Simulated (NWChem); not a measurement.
System: Si₂H₄OClF; SMILES O[SiH2][Si@@H](F)Cl

Excerpt of the output:

```
             Northwest Computational Chemistry Package (NWChem) 7.3.0
             --------------------------------------------------------

 C1  symmetry detected

                             Geometry "geometry" -> ""
                             -------------------------

 Output coordinates in angstroms (scale by  1.889725989 to convert to a.u.)

  No.       Tag          Charge          X              Y              Z
 ---- ---------------- ---------- -------------- -------------- --------------
    1 O                    8.0000     0.91032459     2.23836372     0.15379258
    2 Si                  14.0000    -0.58179795     1.58971589    -0.21356026
    3 Si                  14.0000    -0.49632366    -0.65534271     0.46470832
    4 F                    9.0000    -1.59891717    -1.56972249    -0.30062044
    5 Cl                  17.0000     1.39006883    -1.26932404    -0.15964069
    6 H                    1.0000     1.66677031     1.69334155    -0.09075376
    7 H                    1.0000    -0.89517701     1.60670716    -1.67658475
    8 H                    1.0000    -1.60139352     2.38288498     0.52447748
    9 H                    1.0000    -0.60000945    -0.96505675     1.91592318

 Effective nuclear repulsion energy (a.u.)     364.2710425259

  pbe96 is a nonlocal functional; adding pw91lda local functional.

                                 NWChem DFT Module
                                 -----------------

 Summary of "ao basis" -> "ao basis" (spherical)
 ------------------------------------------------------------------------------
       Tag                 Description            Shells   Functions and Types
 ---------------- ------------------------------  ------  ---------------------
 O                          def2-svp                 6       14   3s2p1d
 Si                         def2-svp                 8       18   4s3p1d
 F                          def2-svp                 6       14   3s2p1d
 Cl                         def2-svp                 8       18   4s3p1d
 H                          def2-svp                 3        5   2s1p

            General Information
            -------------------
          SCF calculation type: DFT
          Wavefunction type:  closed shell.
          No. of atoms     :     9
          No. of electrons :    66
           Alpha electrons :    33
            Beta electrons :    33
          Charge           :     0
          Spin multiplicity:     1
          Use of symmetry is: off; symmetry adaption is: off
          Maximum number of iterations: 150
          AO basis - number of functions:   102
                     number of shells:    48
          Convergence on energy requested:  1.00D-06
          Convergence on density requested:  1.00D-05
          Convergence on gradient requested:  5.00D-04

              XC Information
              --------------
          PerdewBurkeErnzerhof Exchange Functional  1.000
            Perdew 1991 LDA Correlation Functional  1.000 local
           PerdewBurkeErnz. Correlation Functional  1.000 non-local

             Grid Information
             ----------------
          Grid used for XC integration:  medium
          Radial quadrature: Mura-Knowles
          Angular quadrature: Lebedev.
          Tag              B.-S. Rad. Rad. Pts. Rad. Cut. Ang. Pts.
          ---              ---------- --------- --------- ---------
          O                   0.60       49          11.0       434
          Si                  1.10       88          10.0       590
          F                   0.50       49          12.0       434
          Cl                  1.00       88          12.0       590
          H                   0.35       45          11.0       434
          Grid pruning is: on
          Number of quadrature shells:   542
          Spatial weights used:  Erf1

      Superposition of Atomic Density Guess
      -------------------------------------

 Sum of atomic energies:       -1212.78138914

      Non-variational initial energy
      ------------------------------

 Total energy =   -1213.976622
 1-e energy   =   -2406.279558
 2-e energy   =     828.031893
 HOMO         =      -0.295292
 LUMO         =       0.009453

     ---------------------------------------------
      Total Density - Mulliken Population Analysis
     ---------------------------------------------

    Atom       Charge   Shell Charges
 -----------   ------   -------------------------------------------------------
    1 O    8     8.78   1.99  1.10  0.64  3.09  1.95  0.00
    2 Si  14    13.37   2.00  1.99  0.98  0.26  5.94  1.04  0.97  0.19
    3 Si  14    12.92   2.00  1.99  0.97  0.21  5.93  0.88  0.72  0.22
    4 F    9     9.58   1.99  1.15  0.78  3.52  2.14  0.00
    5 Cl  17    17.42   2.00  1.99  1.22  0.72  5.94  2.16  3.37  0.01
    6 H    1     0.66   0.52  0.08  0.06
    7 H    1     1.09   0.70  0.38  0.01
    8 H    1     1.08   0.70  0.38  0.01
    9 H    1     1.10   0.70  0.39  0.01

   convergence    iter        energy       DeltaE   RMS-Dens  Diis-err
 ---------------- ----- ----------------- --------- --------- ---------
 d= 0,ls=0.0,diis     1  -1215.5301058632 -1.58D+03  2.37D-02  1.14D+00
 d= 0,ls=0.0,diis     2  -1215.1500424664  3.80D-01  1.57D-02  4.99D+00
 d= 0,ls=0.0,diis     3  -1215.6536863980 -5.04D-01  2.66D-03  5.83D-02
 d= 0,ls=0.0,diis     4  -1215.6563327363 -2.65D-03  1.44D-03  2.44D-02
 d= 0,ls=0.0,diis     5  -1215.6593944054 -3.06D-03  3.13D-04  1.69D-03
  Resetting Diis
 d= 0,ls=0.0,diis     6  -1215.6595333095 -1.39D-04  1.29D-04  2.50D-04
 d= 0,ls=0.0,diis     7  -1215.6595600116 -2.67D-05  7.44D-05  1.11D-05
 d= 0,ls=0.0,diis     8  -1215.6595572418  2.77D-06  4.53D-05  3.73D-05
 d= 0,ls=0.0,diis     9  -1215.6595613227 -4.08D-06  6.70D-06  5.89D-07
 d= 0,ls=0.0,diis    10  -1215.6595613815 -5.88D-08  1.51D-06  2.69D-08

         Total DFT energy =    -1215.659561381504
      One electron energy =    -2408.793261222692
           Coulomb energy =      918.891947004302
    Exchange-Corr. energy =      -90.029289689024
 Nuclear repulsion energy =      364.271042525910

 Numeric. integr. density =       65.999993452265

                       DFT Final Molecular Orbital Analysis
                       ------------------------------------

 Vector   31  Occ=2.000000D+00  E=-2.995447D-01
              MO Center=  1.1D+00, -1.1D+00, -1.2D-01, r^2= 2.1D+00
   Bfn.  Coefficient  Atom+Function         Bfn.  Coefficient  Atom+Function
  ----- ------------  ---------------      ----- ------------  ---------------
    77      0.429278  5 Cl pz                76      0.366467  5 Cl py
    74      0.323226  5 Cl pz                73      0.274582  5 Cl py
    75      0.220606  5 Cl px                71      0.188420  5 Cl pz
    72      0.163627  5 Cl px                70      0.160095  5 Cl py
    54     -0.133678  4 F  px                69      0.095624  5 Cl px

 Vector   32  Occ=2.000000D+00  E=-2.815817D-01
              MO Center=  1.9D-01,  1.5D+00, -4.9D-02, r^2= 4.1D+00
   Bfn.  Coefficient  Atom+Function         Bfn.  Coefficient  Atom+Function
  ----- ------------  ---------------      ----- ------------  ---------------
     6      0.436178  1 O  pz                 9      0.314410  1 O  pz
    93     -0.207644  8 H  s                 88      0.200321  7 H  s
    94     -0.189860  8 H  s                 76     -0.182739  5 Cl py
    89      0.176887  7 H  s                 77      0.164203  5 Cl pz
    23     -0.146754  2 Si py                73     -0.127542  5 Cl py

 Vector   33  Occ=2.000000D+00  E=-2.456589D-01
              MO Center= -5.7D-02,  6.2D-01,  7.5D-02, r^2= 4.4D+00
   Bfn.  Coefficient  Atom+Function         Bfn.  Coefficient  Atom+Function
  ----- ------------  ---------------      ----- ------------  ---------------
     5      0.242589  1 O  py                 6     -0.236698  1 O  pz
    41      0.219653  3 Si py                76     -0.203406  5 Cl py
    23     -0.200015  2 Si py                35      0.197623  3 Si s
     8      0.186971  1 O  py                 9     -0.186741  1 O  pz
    98     -0.181128  9 H  s                 89     -0.179428  7 H  s

 Vector   34  Occ=0.000000D+00  E=-5.860396D-02
              MO Center= -4.3D-01,  5.1D-01,  1.7D-01, r^2= 4.2D+00
   Bfn.  Coefficient  Atom+Function         Bfn.  Coefficient  Atom+Function
  ----- ------------  ---------------      ----- ------------  ---------------
    43      0.529197  3 Si px                25      0.513079  2 Si px
     3     -0.381312  1 O  s                 26      0.359862  2 Si py
    44      0.288413  3 Si py                36      0.262690  3 Si s
    18     -0.247202  2 Si s                 76     -0.224033  5 Cl py
    68     -0.221454  5 Cl s                 53      0.204476  4 F  s

 Vector   35  Occ=0.000000D+00  E=-3.106502D-02
              MO Center= -4.2D-01,  2.5D-02,  1.1D-01, r^2= 4.1D+00
   Bfn.  Coefficient  Atom+Function         Bfn.  Coefficient  Atom+Function
  ----- ------------  ---------------      ----- ------------  ---------------
    45      0.556134  3 Si pz                44      0.494266  3 Si py
    94     -0.466402  8 H  s                 89      0.439468  7 H  s
    27      0.437101  2 Si pz                99     -0.406334  9 H  s
    75     -0.337844  5 Cl px                26      0.332782  2 Si py
    25     -0.262987  2 Si px                18     -0.215573  2 Si s

[...]
```

Level: PBE/def2-SVP. All runs use the structure optimised with PBE0/def2-SVP.

Q: Which NWChem input produces such a log?

A: Several could match; the one computed here: the input that was run:
```
start job
memory heap 200 mb stack 900 mb global 1100 mb
geometry units angstroms noautoz
  O      1.097762     2.275085     0.181914
  Si    -0.404102     1.709645    -0.272843
  Si    -0.503609    -0.519655     0.453767
  F     -1.607648    -1.383395    -0.366344
  Cl     1.378256    -1.261730    -0.029110
  H      1.833428     1.679472    -0.000028
  H     -0.617956     1.710751    -1.753789
  H     -1.419175     2.580615     0.378640
  H     -0.722505    -0.787823     1.900442
end
basis spherical
  * library def2-svp
end
dft
  xc xpbe96 cpbe96
  iterations 150
  mulliken
end
task dft energy
```
